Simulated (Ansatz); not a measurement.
`BCC[SiH2]C` + `BC(=O)O` → `BC(=O)OC` + `BCC[SiH3]`  (substitution at a C–Si bond)

Program: Ansatz. Geometries: PBE0-D4/def2-TZVP. ΔE: electronic, gas phase. CCSD(T)/CBS is the MP2 limit (def2-TZVPP, def2-QZVPP) plus CCSD(T) − MP2 in def2-TZVPP, frozen cores. Each species was taken in one conformer, which may not be the lowest.

```tsv
level	ΔE (kcal/mol)
CCSD(T)/def2-TZVPP	18.9
CCSD/CBS(def2)	20.1
```

What does CCSD(T)/CBS give? (An estimate is asked.)

Ansatz gave: +19.7 kcal/mol. The listed levels differ from it by -0.8, 0.4 kcal/mol.

Largest T1 diagnostic among the species: 0.019.

From PBE to PBE0 (25 % exact exchange), in def2-TZVPP and without D4, ΔE moves by +0.8 kcal/mol.
